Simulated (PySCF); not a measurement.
**Electron affinity of Ir by level of theory**

Ir⁻ [Xe] 4f14 5d8 6s2 (3F) → Ir [Xe] 4f14 5d7 6s2 (4F), as a difference of total energies. Computed with PySCF 2.14 in aug-cc-pwCVTZ-PP with ECP60MDF, with scalar relativity through the core potential. Correlated levels: valence: 5s2 5p6 frozen; valence and next inner shell: nothing frozen outside the core potential. The calculations carry no spin-orbit coupling.

Task: Order these methods by the electron affinity they give, lowest first.
A. HSE06
B. PBE
C. LDA
D. MP2 (valence)

Result: D (1.600 eV), A (1.708 eV), B (1.976 eV), C (2.216 eV).

The reference lies between the lowest fine-structure levels, while these numbers refer to the centres of the terms.

Errors of the correlated levels include the incompleteness of this basis and the frozen core.

A negative affinity means that the anion lies above the atom at that level of theory.

In the anion the highest occupied orbital energy is positive at LDA, PBE, PBE0, r2SCAN, HSE06, a self-interaction effect; the basis confines that electron, and the energy difference can still be sensible.

For comparison: 1.564 eV (measured; photodetachment measurements, as compiled on the Wikipedia data page of electron affinities).
